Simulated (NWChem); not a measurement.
All runs are NWChem calculations. System: bromine (Br2), charge 0, spin multiplicity 1, at a geometry optimised with PBE0/def2-SVP. Level: MP2/def2-TZVP, 18 core orbitals frozen.

Job file:

```
start mol
memory heap 200 mb stack 900 mb global 1100 mb
geometry units angstroms nocenter noautoz
  Br     0.000000     0.000000     1.149171
  Br     0.000000     0.000000    -1.149171
  symmetry group D2h
end
basis spherical
  * library def2-tzvp
end
scf
  rhf
  nopen 0
  maxiter 100
  thresh 1e-7
  semidirect memsize 60000000 filesize 0
end
mp2
  freeze core 18
end
task mp2 energy
```

Output (cleaned and shortened):

```
             Northwest Computational Chemistry Package (NWChem) 7.3.0
             --------------------------------------------------------

                                NWChem Input Module
                                -------------------

 Scaling coordinates for geometry "geometry" by  1.889725989
 (inverse scale =  0.529177249)

 Turning off AUTOSYM since
 SYMMETRY directive was detected!

                             Geometry "geometry" -> ""
                             -------------------------

 Output coordinates in angstroms (scale by  1.889725989 to convert to a.u.)

  No.       Tag          Charge          X              Y              Z
 ---- ---------------- ---------- -------------- -------------- --------------
    1 Br                  35.0000     0.00000000     0.00000000     1.14917100
    2 Br                  35.0000     0.00000000     0.00000000    -1.14917100

 Effective nuclear repulsion energy (a.u.)     282.0477239787

            Nuclear Dipole moment (a.u.)
            ----------------------------
        X                 Y               Z
 ---------------- ---------------- ----------------
     0.0000000000     0.0000000000     0.0000000000

      Symmetry information
      --------------------

 Group name             D2h
 Group number             26
 Group order               8
 No. of unique centers     1

      Symmetry unique atoms

     1


 Summary of "ao basis" -> "" (spherical)
 ------------------------------------------------------------------------------
       Tag                 Description            Shells   Functions and Types
 ---------------- ------------------------------  ------  ---------------------
 *                         def2-tzvp                  on all atoms

 Summary of "ao basis" -> "ao basis" (spherical)
 ------------------------------------------------------------------------------
       Tag                 Description            Shells   Functions and Types
 ---------------- ------------------------------  ------  ---------------------
 Br                        def2-tzvp                16       48   6s5p4d1f

                                 NWChem SCF Module
                                 -----------------

  ao basis        = "ao basis"
  functions       =    96
  atoms           =     2
  closed shells   =    35
  open shells     =     0
  charge          =   0.00
  wavefunction    = RHF
  use symmetry    = T
  symmetry adapt  = T

 Summary of "ao basis" -> "ao basis" (spherical)
 ------------------------------------------------------------------------------
       Tag                 Description            Shells   Functions and Types
 ---------------- ------------------------------  ------  ---------------------
 Br                        def2-tzvp                16       48   6s5p4d1f

      Symmetry analysis of basis
      --------------------------

        ag         21
        au          5
        b1g         5
        b1u        21
        b2g        11
        b2u        11
        b3g        11
        b3u        11

 Forming initial guess at       0.1s

      Superposition of Atomic Density Guess
      -------------------------------------

 Sum of atomic energies:       -5144.79800015

      Non-variational initial energy
      ------------------------------

 Total energy =   -5144.891163
 1-e energy   =   -7727.774134
 2-e energy   =    2300.835247
 HOMO         =      -0.326451
 LUMO         =      -0.131720

      Symmetry analysis of molecular orbitals - initial
[...]
  ----- ------------  ---------------      ----- ------------  ---------------
    21      0.573886  1 Br pz                69      0.573886  2 Br pz
     6     -0.387182  1 Br s                 54      0.387182  2 Br s
    18      0.354844  1 Br pz                66      0.354844  2 Br pz
    12     -0.238110  1 Br pz                60     -0.238110  2 Br pz
    15      0.218071  1 Br pz                63      0.218071  2 Br pz

 Vector   37  Occ=0.000000D+00  E= 2.972481D-01  Symmetry=b1u
              MO Center= -2.8D-15, -2.8D-15,  1.5D-13, r^2= 8.4D+00
   Bfn.  Coefficient  Atom+Function         Bfn.  Coefficient  Atom+Function
  ----- ------------  ---------------      ----- ------------  ---------------
    21      1.608812  1 Br pz                69      1.608812  2 Br pz
     6     -1.102157  1 Br s                 54      1.102157  2 Br s
    18     -0.569405  1 Br pz                66     -0.569405  2 Br pz
    39     -0.501505  1 Br d  0              87      0.501505  2 Br d  0
     5      0.169398  1 Br s                 53     -0.169398  2 Br s

 Vector   38  Occ=0.000000D+00  E= 3.017931D-01  Symmetry=ag
              MO Center=  2.0D-14, -1.4D-14, -1.9D-13, r^2= 5.9D+00
   Bfn.  Coefficient  Atom+Function         Bfn.  Coefficient  Atom+Function
  ----- ------------  ---------------      ----- ------------  ---------------
    21      0.859939  1 Br pz                69     -0.859939  2 Br pz
    18     -0.618394  1 Br pz                66      0.618394  2 Br pz
    39      0.283248  1 Br d  0              87      0.283248  2 Br d  0

 center of mass
 --------------
 x =   0.00000000 y =   0.00000000 z =   0.00000000

 moments of inertia (a.u.)
 ------------------
         753.760609686720           0.000000000000           0.000000000000
           0.000000000000         753.760609686720           0.000000000000
           0.000000000000           0.000000000000           0.000000000000

  Mulliken analysis of the total density
  --------------------------------------

    Atom       Charge   Shell Charges
 -----------   ------   -------------------------------------------------------
    1 Br  35    35.00   2.00  2.00  1.16  0.78  1.02  1.00  6.00  5.94  1.21  2.74  1.08  8.99  1.02  0.00  0.06  0.01
    2 Br  35    35.00   2.00  2.00  1.16  0.78  1.02  1.00  6.00  5.94  1.21  2.74  1.08  8.99  1.02  0.00  0.06  0.01

       Multipole analysis of the density wrt the origin
       ------------------------------------------------

     L   x y z        total         open         nuclear
     -   - - -        -----         ----         -------
     0   0 0 0     -0.000000      0.000000     70.000000

     1   1 0 0      0.000000      0.000000      0.000000
     1   0 1 0      0.000000      0.000000      0.000000
     1   0 0 1     -0.000000      0.000000      0.000000

     2   2 0 0    -27.795168      0.000000      0.000000
     2   1 1 0     -0.000000      0.000000      0.000000
     2   1 0 1     -0.000000      0.000000      0.000000
     2   0 2 0    -27.795168      0.000000      0.000000
     2   0 1 1      0.000000      0.000000      0.000000
     2   0 0 2    -23.963184      0.000000    330.114824

                   NWChem MP2 Semi-direct Energy/Gradient Module
                   ---------------------------------------------

  Basis functions       =     96
  Molecular orbitals    =     96
  Frozen core           =     18
  Frozen virtuals       =      0
  Active alpha occupied =     17
  Active beta occupied  =     17
  Active alpha virtual  =     61
  Active beta virtual   =     61
  Use MO symmetry       = T
  Use skeleton AO sym   = T

  AO/Fock/Back tols     =   1.0D-09  1.0D-09  1.0D-09

 GA uses MA = F    GA memory limited = T

 Available:
  local mem=  1.26D+08
 global mem=  1.44D+08
 local disk=  0.00D+00
  mp2_memr nvloc                    61
  nvloc new                    61
   1 passes of  17:        4194304                      70629                  15945402.
   1 passes of  17: M    126150979           G      144160768           F     121956675.

 Semi-direct pass number   1 of   1  for RHF alpha+beta  at        1.5s
  vrange nnbf                  4518
  mp2_eaftype                    60  avail_ma_in_mb                  1099
 EAF : mp2_eaftype filesize          60    7972701.
  mp2_eaf for mointskh                     60
Node 0 wrote     37.5 Mb in      0.0 s     Agg I/O rate:   936.6 Mb/s
 Done moints_semi at        5.0s
  mp2_eaftype                    60  avail_ma_in_mb                  1039
 EAF : mp2_eaftype filesize          60    7972701.
  mp2_eaf for kh                    60
 Done maket at        5.1s
 Done multipass loop at        5.1s

          -------------------------------------------
          SCF energy               -5144.820543734797
          Correlation energy          -0.547228063431
          Singlet pairs               -0.297512881351
          Triplet pairs               -0.249715182081
          Total MP2 energy         -5145.367771798228
          -------------------------------------------

          ---------------------------------------------------
                    Spin Component Scaled (SCS) MP2
          Same spin pairs                     -0.166476788054
          Same spin scaling factor             0.333333333333
          Opposite spin pairs                 -0.380751275377
          Opposite spin scaling fact.          1.200000000000
          SCS-MP2 correlation energy          -0.512393793137
          Total SCS-MP2 energy             -5145.332937527935
          ---------------------------------------------------

 -----------------------
 Performance information
 -----------------------

 Timer overhead =  9.88D-08 seconds/call

               Nr. of calls         CPU time (s)                 Wall time (s)                GFlops
             ---------------    -------------------     ------------------------------   -------------------
Name         Min   Avg   Max    Min     Avg     Max     Min     Avg     Max   Mx/calls   Min     Max     Sum
mp2: moin     1     1     1    3.5     3.5     3.5      3.5     3.5     3.5     3.5      0.0     0.0     0.0
mp2: make     1     1     1   0.11    0.11    0.11     0.11    0.11    0.11    0.11      0.0     0.0     0.0
mp2: tota     1     1     1    3.7     3.7     3.7      3.7     3.7     3.7     3.7      0.0     0.0     0.0

 The average no. of pstat calls per process was 3.00D+00
 with a timing overhead of 2.96D-07s

 Task  times  cpu:        5.1s     wall:        5.1s

 Total times  cpu:        5.1s     wall:        5.1s
```
